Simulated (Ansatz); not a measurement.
Steps of a relaxation of C₂H₉BSi₂ (`[SiH3][SiH]1CBC1`) with RKS PBE-D4/def2-SVP.

```sh
$ ansatz run in.yaml --threads 4 --pin off --events-out ev --progress --plain --max-ram 10444MiB
```

```yaml
crystal:
  periodic: [false, false, false]
  atoms:
    - {symbol: Si, position_ang: [-1.786500, 1.209300, 0.300100]}
    - {symbol: Si, position_ang: [0.335000, 0.792300, 0.056000]}
    - {symbol: C, position_ang: [0.805900, -0.699300, 0.976700]}
    - {symbol: B, position_ang: [1.143300, -1.666300, -0.282200]}
    - {symbol: C, position_ang: [0.654800, -0.459100, -1.266900]}
    - {symbol: H, position_ang: [-2.260900, 2.174900, -0.790800]}
    - {symbol: H, position_ang: [-2.575700, 0.004600, 0.216800]}
    - {symbol: H, position_ang: [-2.024500, 1.911400, 1.585500]}
    - {symbol: H, position_ang: [1.320500, 1.909300, 0.139900]}
    - {symbol: H, position_ang: [0.025200, -1.072800, 1.667400]}
    - {symbol: H, position_ang: [1.772600, -0.538100, 1.571800]}
    - {symbol: H, position_ang: [1.421300, -2.791500, -0.414100]}
    - {symbol: H, position_ang: [1.446900, -0.127500, -1.922300]}
    - {symbol: H, position_ang: [-0.290800, -0.676500, -1.809100]}
basis:
  gaussian: {orbitals: def2-SVP}
hamiltonian: {xc: pbe, dispersion: d4}
relax: {f_tol: 0.03, max_steps: 200}
```

Positions (Å) and forces (eV/Å) along the path, 11 of 21 steps:

```xyz
14
step=1 energy=-18630.7252 eV
Si   -1.786    1.209    0.300   -1.428    2.125   -0.353
Si    0.335    0.792    0.056    1.535    0.191   -0.456
C     0.806   -0.699    0.977    2.093   -2.212    3.090
B     1.143   -1.666   -0.282   -2.251    3.858    0.497
C     0.655   -0.459   -1.267    0.148   -1.268   -1.847
H    -2.261    2.175   -0.791   -0.011   -0.254    0.216
H    -2.576    0.005    0.217   -0.608   -1.067   -0.025
H    -2.025    1.911    1.585   -0.215    0.103    0.436
H     1.321    1.909    0.140    0.019    0.326    0.007
H     0.025   -1.073    1.667    0.243   -0.318    0.521
H     1.773   -0.538    1.572   -0.823   -0.307    0.082
H     1.421   -2.792   -0.414    0.514   -1.072   -0.150
H     1.447   -0.128   -1.922    0.472    0.127   -1.409
H    -0.291   -0.676   -1.809    0.312   -0.232   -0.608
14
step=2 energy=-18631.9481 eV
Si   -1.828    1.286    0.298   -0.281    0.580   -0.116
Si    0.373    0.709    0.049    0.254    0.671   -0.147
C     0.856   -0.741    1.128    0.320   -0.643    0.048
B     1.019   -1.566   -0.262    0.301    1.069    0.033
C     0.676   -0.459   -1.410   -0.227   -0.514    0.641
H    -2.314    2.208   -0.799   -0.020   -0.067    0.075
H    -2.588    0.012    0.222   -0.302   -0.318    0.003
H    -2.085    1.939    1.624   -0.091    0.032    0.115
H     1.299    1.896    0.134    0.023    0.069   -0.015
H     0.098   -1.137    1.836    0.082   -0.070    0.085
H     1.812   -0.604    1.703   -0.281   -0.267   -0.180
H     1.427   -2.695   -0.411   -0.064   -0.294   -0.038
H     1.484   -0.165   -2.098    0.147   -0.217   -0.306
H    -0.242   -0.710   -1.985    0.140   -0.033   -0.197
14
step=5 energy=-18632.0731 eV rejected
Si   -1.911    1.338    0.307    0.000    0.092    0.004
Si    0.344    0.719    0.058   -0.191   -0.144    0.012
C     0.903   -0.778    1.121    0.187    0.079    0.062
B     1.087   -1.546   -0.263    0.083   -0.010    0.011
C     0.705   -0.487   -1.389    0.125    0.091   -0.079
H    -2.337    2.290   -0.784   -0.018   -0.012    0.007
H    -2.800    0.120    0.239    0.049    0.004   -0.006
H    -2.144    2.012    1.635   -0.018   -0.006    0.000
H     1.247    1.931    0.136   -0.030   -0.032   -0.005
H     0.224   -1.269    1.850   -0.042    0.044   -0.008
H     1.858   -0.615    1.678   -0.056   -0.077   -0.096
H     1.419   -2.713   -0.427   -0.047    0.003    0.009
H     1.522   -0.205   -2.092   -0.010   -0.073    0.065
H    -0.131   -0.827   -2.039   -0.033    0.040    0.025
14
step=6 energy=-18632.0784 eV
Si   -1.905    1.349    0.308    0.000   -0.007   -0.002
Si    0.347    0.723    0.058   -0.004    0.001    0.001
C     0.904   -0.773    1.120    0.032   -0.006    0.034
B     1.086   -1.543   -0.262    0.006   -0.005    0.002
C     0.710   -0.481   -1.390   -0.003    0.003   -0.025
H    -2.358    2.285   -0.784    0.004   -0.006    0.005
H    -2.753    0.102    0.237   -0.010    0.014    0.002
H    -2.158    2.011    1.638    0.000   -0.005   -0.005
H     1.249    1.933    0.134   -0.006    0.000    0.000
H     0.201   -1.244    1.841    0.004    0.004   -0.003
H     1.862   -0.649    1.676   -0.017    0.001   -0.028
H     1.421   -2.708   -0.424   -0.015    0.002    0.001
H     1.528   -0.230   -2.100   -0.003   -0.002    0.022
H    -0.146   -0.805   -2.024    0.012    0.004   -0.002
14
step=8 energy=-18632.0910 eV
Si   -1.937    1.339    0.310   -0.021    0.025   -0.012
Si    0.306    0.693    0.061    0.047   -0.072    0.009
C     0.935   -0.783    1.119    0.067    0.037    0.102
B     1.066   -1.564   -0.262    0.000   -0.016    0.008
C     0.726   -0.492   -1.389    0.001    0.026   -0.137
H    -2.339    2.299   -0.783   -0.006   -0.020    0.013
H    -2.844    0.138    0.240   -0.001   -0.008   -0.001
H    -2.156    2.020    1.637   -0.009   -0.008    0.001
H     1.179    1.927    0.136   -0.010   -0.005    0.000
H     0.312   -1.271    1.900    0.031    0.029   -0.039
H     1.920   -0.579    1.606   -0.073   -0.016   -0.087
H     1.285   -2.757   -0.421   -0.057    0.016    0.011
H     1.592   -0.181   -2.018   -0.018   -0.015    0.080
H    -0.058   -0.817   -2.109    0.049    0.026    0.051
14
step=10 energy=-18632.1361 eV
Si   -1.970    1.291    0.309   -0.064    0.022   -0.028
Si    0.274    0.660    0.062    0.100   -0.021    0.018
C     0.994   -0.780    1.117    0.321   -0.162    0.490
B     0.974   -1.587   -0.255    0.022   -0.189   -0.003
C     0.773   -0.492   -1.392    0.122   -0.092   -0.650
H    -2.324    2.274   -0.783   -0.013   -0.055    0.039
H    -2.926    0.126    0.236    0.041    0.018    0.000
H    -2.157    1.987    1.635   -0.017   -0.027   -0.011
H     1.082    1.939    0.143   -0.008   -0.031   -0.003
H     0.499   -1.256    2.006    0.216    0.234   -0.363
H     2.036   -0.479    1.448   -0.529   -0.127   -0.243
H     0.902   -2.819   -0.392   -0.100    0.417    0.063
H     1.733   -0.119   -1.858   -0.406   -0.147    0.301
H     0.097   -0.774   -2.247    0.316    0.159    0.391
14
step=16 energy=-18632.3603 eV
Si   -1.944    1.123    0.292   -0.046   -0.086   -0.010
Si    0.337    0.638    0.046    0.006    0.171    0.020
C     1.145   -0.797    1.105   -0.100    0.053    0.082
B     0.722   -1.499   -0.225   -0.073   -0.115   -0.010
C     0.928   -0.516   -1.422   -0.117    0.072   -0.050
H    -2.386    2.076   -0.788    0.012    0.009   -0.017
H    -2.793   -0.116    0.210    0.013   -0.018   -0.002
H    -2.192    1.784    1.622    0.015    0.007    0.020
H     1.084    1.952    0.129    0.087   -0.183   -0.029
H     0.748   -1.132    2.079    0.003   -0.027   -0.013
H     2.186   -0.427    1.212    0.033    0.029   -0.071
H    -0.149   -2.364   -0.246    0.116    0.109    0.002
H     1.941   -0.113   -1.624    0.044    0.010    0.074
H     0.362   -0.638   -2.362    0.007   -0.032    0.003
14
step=18 energy=-18632.3678 eV rejected
Si   -1.923    1.101    0.289   -0.164    0.152    0.024
Si    0.354    0.677    0.047    0.134    0.000   -0.013
C     1.111   -0.769    1.111    0.188   -0.010    0.049
B     0.702   -1.473   -0.221   -0.144   -0.048    0.002
C     0.898   -0.489   -1.418    0.151    0.000   -0.067
H    -2.400    2.050   -0.781    0.001   -0.047   -0.022
H    -2.709   -0.180    0.200    0.015    0.005    0.001
H    -2.201    1.761    1.616    0.006   -0.050    0.012
H     1.184    1.929    0.113    0.004    0.022    0.005
H     0.702   -1.109    2.078    0.031   -0.008   -0.003
H     2.171   -0.445    1.211   -0.101    0.042    0.003
H    -0.158   -2.334   -0.243   -0.061   -0.082   -0.009
H     1.932   -0.130   -1.621   -0.093    0.040    0.026
H     0.326   -0.617   -2.353    0.033   -0.013   -0.008
14
step=19 energy=-18632.3745 eV
Si   -1.947    1.122    0.292   -0.023    0.003    0.003
Si    0.334    0.653    0.047    0.035    0.056    0.002
C     1.129   -0.784    1.107   -0.019   -0.019   -0.009
B     0.701   -1.486   -0.222    0.017   -0.037   -0.006
C     0.912   -0.504   -1.419   -0.016   -0.021    0.008
H    -2.402    2.067   -0.791   -0.002   -0.011    0.008
H    -2.756   -0.145    0.205    0.010    0.004    0.000
H    -2.204    1.774    1.626   -0.004   -0.008   -0.009
H     1.163    1.908    0.116    0.001   -0.001   -0.001
H     0.748   -1.130    2.083    0.002    0.008    0.009
H     2.172   -0.411    1.187   -0.007   -0.006    0.000
H    -0.160   -2.353   -0.244    0.010    0.030    0.002
H     1.933   -0.103   -1.591   -0.007   -0.007    0.001
H     0.365   -0.636   -2.367    0.001    0.010   -0.007
14
step=20 energy=-18632.3755 eV
Si   -1.936    1.114    0.291   -0.029    0.015    0.002
Si    0.350    0.669    0.047   -0.004   -0.031   -0.003
C     1.124   -0.780    1.107    0.009    0.015    0.007
B     0.691   -1.479   -0.221   -0.055   -0.044    0.001
C     0.908   -0.500   -1.418    0.002    0.017   -0.003
H    -2.410    2.051   -0.791    0.001   -0.006    0.005
H    -2.722   -0.166    0.202    0.015    0.002   -0.001
H    -2.209    1.759    1.626    0.001   -0.003   -0.005
H     1.183    1.920    0.114    0.013    0.008    0.000
H     0.734   -1.117    2.083    0.007    0.001    0.003
H     2.172   -0.426    1.191   -0.002   -0.001   -0.002
H    -0.184   -2.333   -0.241    0.030    0.025    0.000
H     1.934   -0.116   -1.597    0.004    0.001    0.002
H     0.354   -0.623   -2.364    0.007    0.001   -0.006
14
step=21 energy=-18632.3758 eV
Si   -1.937    1.115    0.291    0.003   -0.003    0.000
Si    0.351    0.671    0.047    0.028    0.014   -0.001
C     1.123   -0.780    1.106   -0.014   -0.009   -0.011
B     0.680   -1.480   -0.220   -0.004    0.022    0.003
C     0.907   -0.499   -1.417   -0.012   -0.011    0.011
H    -2.417    2.045   -0.792   -0.001    0.000    0.000
H    -2.708   -0.174    0.202   -0.004   -0.001    0.000
H    -2.215    1.757    1.625   -0.001    0.000    0.000
H     1.189    1.919    0.115   -0.006   -0.002    0.000
H     0.739   -1.108    2.087   -0.001   -0.013    0.000
H     2.174   -0.431    1.180    0.005    0.008   -0.003
H    -0.197   -2.328   -0.240    0.003    0.000    0.000
H     1.938   -0.124   -1.588    0.005    0.007    0.004
H     0.360   -0.613   -2.367   -0.001   -0.012   -0.003
```

Run time 33 s (4 threads of an Arm Neoverse V1 on a shared host); peak host memory 0.17 GiB.
